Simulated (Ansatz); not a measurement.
Coupled-cluster diagnostics for (ZnO)2 ring (Zn₂O₂), Ansatz.

Geometry of the singlet (r2SCAN-D4/def2-SVP):

```xyz
4

Zn    0.421    1.019   -0.317
O     1.316   -0.630   -0.277
Zn   -0.421   -1.019    0.317
O    -1.316    0.630    0.277
```

Correlated methods freeze 20 core orbitals.

Q: Estimate the CCSD(T) correlation energy, the shares of MP2 and (T), T1 and the reference's ⟨S²⟩ for: charge 0, singlet, own geometry in def2-TZVPP; and the rough time on 4 threads of Arm Neoverse V1 on a shared host.

A: 
| state | basis | correlation (eV) | MP2 share (%) | (T) share (%) | T1 | ⟨S²⟩ (pure) | wall time | remarks |
| --- | --- | --- | --- | --- | --- | --- | --- | --- |
| charge 0, singlet, own geometry | def2-TZVPP | -39.340 | 104.1 | 3.8 | 0.026 | 0.00 (0.00) | 68 s | large T1 (0.026) |
Customary marks for T1 are 0.02 (closed shells), 0.045 (open shells) and about 0.05 (3d metals). T1 exceeds 0.02 in 1 of 1 rows and 0.045 in 0; the higher it lies, the less the single-reference result can be trusted.
